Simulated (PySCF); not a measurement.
**Spinor energies of As²⁺ (arsenic, charge +2)**

Start: [Ar] 3d10 4s2 4p1; 4p3/2 filled at m_j = +3/2. Calculated with PySCF 2.14 in x2c-TZVPall-2c: generalised Hartree-Fock with the X2C-1e Hamiltonian and a Gaussian nucleus; one run each with spin-orbit coupling (SO) switched off, then screened by Boettger's factors. This is a chosen level, not necessarily the ground level.

| spinor shell | electrons | ε, spin-free (eV) | ε, screened SO (eV) | weight of nominal j (screened SO) | rms radius, screened SO (bohr) |
| --- | --- | --- | --- | --- | --- |
| 1s1/2 | 2 | -11966.7 | -11966.5 | 1.000 | 0.0524 |
| 2s1/2 | 2 | -1594.1 | -1594.0 | 1.000 | 0.219 |
| 2p1/2 | 2 | -1395.5 | -1420.6 | 1.000 | 0.194 |
| 3s1/2 | 2 | -246.89 | -246.92 | 1.000 | 0.639 |
| 3p1/2 | 2 | -183.06 | -186.67 | 0.999 | 0.660 |
| 3p3/2 | 4 | -183.06 | -181.39 | 1.000 | 0.670 |
| 3d3/2 | 4 | -77.902 | -78.398 | 0.981 | 0.743 |
| 3d5/2 | 6 | -77.902 | -77.639 | 0.987 | 0.748 |
| 4s1/2 | 2 | -37.534 | -37.554 | 0.999 | 1.98 |
| 4p3/2 | 1 | -27.589 | -27.464 | 1.000 | 2.34 |

(1) Where does 2p3/2 lie, and what is the 2p spin-orbit splitting (screened SO)?

```tsv
quantity	spin-free	screened SO
E (hartree)	-2257.95318	-2258.04321
M_J	3/2	3/2
⟨J²⟩	3.759	3.759
⟨L²⟩	2.007	2.009
⟨S²⟩	0.752	0.754
```

Each row is a mean over spinors that exchange with the open shell spreads, by up to 2.724 eV (4s1/2).

Without spin-orbit coupling the j labels of p, d and f shells carry no meaning; the spin-free column gives the mean over the occupied spinors of each nl shell.

Results:

(1) At -1383.5 eV, 37.113 eV above 2p1/2.
